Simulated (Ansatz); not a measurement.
Hg₃H₁₂Se₃. Charge 0, multiplicity 1. Geometry PBE-D4/def2-SVP, basis def2-TZVP, Ansatz.

```xyz
18

Hg   -0.368   -2.527   -3.045
Hg    2.380    3.162   -0.321
Hg   -2.018   -0.635    3.363
Se   -1.426   -1.892    0.191
Se    0.229    1.507    1.829
Se    1.218    0.373   -2.011
H    -1.640   -1.646   -3.671
H     0.895   -3.466   -2.489
H     1.125    4.088   -0.916
H     3.690    2.311    0.267
H    -3.309    0.263    2.805
H    -0.774   -1.549    4.000
H    -2.859   -2.142   -0.103
H    -1.245   -3.291    0.651
H    -0.501    2.738    2.223
H     1.120    1.621    3.010
H     0.928    1.112   -3.265
H     2.554   -0.026   -2.519
```

```
run  HOMO (eV)  LUMO (eV)
  A      -6.51      -1.57
  B      -6.25      -1.79
  C      -7.33      -0.90
  D      -8.30      -0.15
  E      -7.12      -1.18
  F      -6.91      -1.25
```

In the def2 sets Hg takes a core potential; there is no spin–orbit coupling. B3LYP takes the VWN-RPA correlation. In the singlet geometry the species has come apart into loosely held pieces.

Question: The runs used B3LYP, BHLYP, PBE, PBE0, r2SCAN, r2SCANh. Estimate which is which.

Answer: A r2SCAN (0 % exact exchange); B PBE (0 % exact exchange); C PBE0 (25 % exact exchange); D BHLYP (50 % exact exchange); E B3LYP (20 % exact exchange); F r2SCANh (10 % exact exchange). Exact exchange lowers occupied and raises empty levels; among semilocal functionals meta-GGAs tend to open the gap a little, and such runs are hard to tell apart. The gap grows from 4.46 eV (PBE) to 8.15 eV (BHLYP).
